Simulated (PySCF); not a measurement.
NICS in rings of unrelated molecules.

NICS is the negative of the GIAO shielding at a point without a nucleus: at the ring centre (0) and 1 Å above and below it (1); zz is the component along the ring normal. Level: GIAO PBE0/pcSseg-1 (PySCF, non-relativistic, gas phase) on the GFN2-xTB geometries, one conformer each. Atom numbers follow the mapped SMILES.

Question: Order these rings by mean NICS(1)zz, lowest (most negative) first (ppm).
A. ring C4–C5–C10 in `[CH3:1][S@@:2](=[O:3])[C@H:4]1[C@@H:5]2[CH2:6][CH2:7][CH2:8][CH2:9][C@H:10]12`
B. ring C4–C5–C6–S7–C8 in `[O:1]=[CH:2][O:3][c:4]1[cH:5][cH:6][s:7][cH:8]1`
C. ring C3–C4–C5–C7–P9 in `[CH2:1]=[CH:2][c:3]1[cH:4][c:5]([SiH3:6])[c:7]([CH3:8])[p-:9]1` (charge -1)
D. ring C5–C6–C7–C8–O9 in `[CH3:1][NH+:2]([CH3:3])[CH2:4][c:5]1[cH:6][cH:7][cH:8][o:9]1` (charge +1)

Answer: B (-26.9), D (-25.7), C (-24.4), A (-22.4).

| SMILES | ring | NICS(0) | NICS(1) | NICS(1)zz | HOMA | rms pucker (Å) | ring atoms with four or more neighbours |
| --- | --- | --- | --- | --- | --- | --- | --- |
| O=COc1ccsc1 | 5-membered ring with S; formal bonds all aromatic | -14.7 | -11.4 | -26.9 | 0.82 | 0.00 | 0 |
| C[NH+](C)Cc1ccco1 | 5-membered ring with O; formal bonds all aromatic | -11.3 | -9.9 | -25.7 | 0.40 | 0.00 | 0 |
| C=Cc1cc([SiH3])c(C)[p-]1 | 5-membered ring with P; formal bonds all aromatic | -9.1 | -9.9 | -24.4 | 0.79 | 0.00 | 0 |
| C[S@@](=O)[C@H]1[C@@H]2CCCC[C@@H]21 | 3-membered carbocycle; formal bonds all single | -43.0 | -8.9 | -22.4 | – | 0.00 | 3 |

NICS(0) gives another order. The isotropic NICS(1) ties some rings at the printed digit and otherwise keeps the order. HOMA uses Krygowski's 1993 parameters; it is left out where a ring has a four-coordinate atom, a triple bond, no multiple bond or a kind of bond without parameters. NICS(1) and NICS(1)zz are means over the two faces.
